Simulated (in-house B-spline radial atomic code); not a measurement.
A calculation on Re VII (Re6+): its settings, and results tabulated from the run. Level of theory: scalar-relativistic (X2C) LDA exchange-only, spin-polarised, spherical fractional occupations, Fermi nucleus of rms radius 5.3698 fm; calculated with a B-spline radial code for spherical atoms.

Command:
```bash
python run_scf.py task.json out
```
Settings (nuclear radius in fm, mass in u):
```
Z                75
configuration    [Xe] 4f14 5d1
hamiltonian      x2c
method           lda,
spin_polarised   True
nucleus          fermi
rms_radius       5.3698
atomic_mass      186.95575
speed_of_light   137.035999084
```

Output (hartree, bohr):
```
 radial grid: 67 intervals, B-splines of order 8, outer radius 21.6418 bohr

 iter        energy (Eh)    residual
    1      -16663.643322    5.34e-01
    2      -16664.239450    4.12e-01
    3      -16667.615523    1.03e-01
    4      -16667.734324    2.35e-02
    5      -16667.729645    2.70e-02
    6      -16667.744714    2.83e-03
    7      -16667.744813    3.32e-04
    8      -16667.744815    1.80e-05
    9      -16667.744815    4.46e-07

 total energy                    -16667.74482
 kinetic                           18857.6378
 electron-nucleus                 -41541.1536
 Hartree                            6331.5777
 exchange-correlation               -315.8068

 orbital      occ     eigenvalue          <r>       <r^2>       <1/r>       r_max
 1s up      1.000     -2624.6237     0.017242 0.000417264     97.4988      0.0103
 1s down    1.000     -2624.6238     0.017242 0.000417264     97.4988      0.0103
 2s up      1.000      -457.3943    0.0754675  0.00680051     22.7969     0.06441
 2s down    1.000      -457.3915    0.0754674   0.0068005     22.7969     0.06441
 2p up      3.000      -401.2156    0.0677832  0.00563096     19.0123     0.05243
 2p down    3.000      -401.2133    0.0677831  0.00563094     19.0124     0.05243
 3s up      1.000      -108.0461     0.197133   0.0445739     8.19623      0.1823
 3s down    1.000      -108.0449     0.197132   0.0445735     8.19624      0.1823
 3p up      3.000       -91.3826     0.197223   0.0452056      7.1919      0.1802
 3p down    3.000       -91.3813     0.197222   0.0452052     7.19191      0.1802
 3d up      5.000       -71.7543     0.179251   0.0376616     6.69586      0.1467
 3d down    5.000       -71.7523     0.179251   0.0376616     6.69584      0.1467
 4s up      1.000       -24.7323     0.440957    0.219803     3.40741      0.4133
 4s down    1.000       -24.7296     0.440953    0.219794     3.40736      0.4134
 4p up      3.000       -19.2315     0.468046     0.24944     3.00457      0.4328
 4p down    3.000       -19.2287      0.46802    0.249402     3.00463      0.4329
 4d up      5.000       -12.1495     0.500419    0.290214     2.65265      0.4437
 4d down    5.000       -12.1460     0.500302    0.290043     2.65304      0.4437
 5s up      1.000        -5.8785      1.01991      1.1645     1.34146      0.9341
 5s down    1.000        -5.8509      1.01741     1.15873     1.34562      0.9326
 5p up      3.000        -4.4393      1.15924     1.50998     1.14009       1.046
 5p down    3.000        -4.4042      1.15553     1.50038     1.14466       1.043
 4f up      7.000        -4.3552     0.576132    0.409861      2.1713       0.416
 4f down    7.000        -4.3486     0.574739    0.407373      2.1744      0.4159
 5d up      1.000        -2.6942      1.48282     2.48989    0.865554       1.298

 Slater integrals (Eh)
   F0(4f up,4f up)               1.595027
   F2(4f up,4f up)               0.776682
   F4(4f up,4f up)               0.491121
   F6(4f up,4f up)               0.354427
   F0(4f up,4f down)             1.596664
   F2(4f up,4f down)             0.777799
   F4(4f up,4f down)             0.491894
   F6(4f up,4f down)             0.355004
   F0(4f up,5d up)               0.766490
   F2(4f up,5d up)               0.196945
   F4(4f up,5d up)               0.095581
   G1(4f up,5d up)               0.073498
   G3(4f up,5d up)               0.067104
   G5(4f up,5d up)               0.053131
   F0(4f down,4f down)           1.598305
   F2(4f down,4f down)           0.778920
   F4(4f down,4f down)           0.492670
   F6(4f down,4f down)           0.355583
   F0(4f down,5d up)             0.766711
   F2(4f down,5d up)             0.196573
   F4(4f down,5d up)             0.095265
   F0(5d up,5d up)               0.606969
   F2(5d up,5d up)               0.325457
   F4(5d up,5d up)               0.219437
```


One-electron X2C: radii and densities carry no picture-change correction, so inner-shell <1/r> comes out high (for 1s by about 2 % at Z = 33, 5 % at 54, 10 % at 75, 30 % at 118) and <r> low.
